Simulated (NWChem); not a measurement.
System: NbNH$_{2}$OF$_{2}$; SMILES [F][Nb]([F])(=[NH])[OH]

```xyz
7

Nb    -0.0177    -0.0041     0.0000
N      0.1959    -1.7476     0.0000
H      0.2660    -2.7684     0.0000
F     -0.9537     0.4717    -1.5694
F     -0.9537     0.4717     1.5694
O      1.7084     0.7891     0.0000
H      2.5860     0.3681     0.0000
```
Atoms are numbered in this order, from 1.

Computed with NWChem. Medium grid unless said otherwise, to which SCAN and Minnesota functionals are sensitive. Coordinates come from a PBE-D3(BJ)/def2-SVP optimisation. def2 effective core potentials on Nb; no spin-orbit coupling. Total energies of different functionals are on different scales.

| level | energy (Ha) | highest occupied level (eV) | orbital gap (eV) | dipole (D) |
|---|---|---|---|---|
| B3LYP/def2-SVP | -387.8253 | -8.06 | 6.56 | 2.86 |
| PBE/def2-SVP | -387.5168 | -6.83 | 4.80 | 2.74 |
| MN15-L/def2-SVP | -387.2451 | -7.39 | 5.58 | 2.77 |
| RPBE/def2-SVP | -387.8422 | -6.77 | 4.81 | 2.70 |
| B97-D/def2-SVP | -387.7789 | -6.88 | 4.76 | 2.80 |
| LDA (Slater exchange, PW92)/def2-SVP | -385.4650 | -7.02 | 4.80 | 2.86 |
| MN15/def2-SVP | -387.3811 | -9.12 | 8.42 | 2.87 |
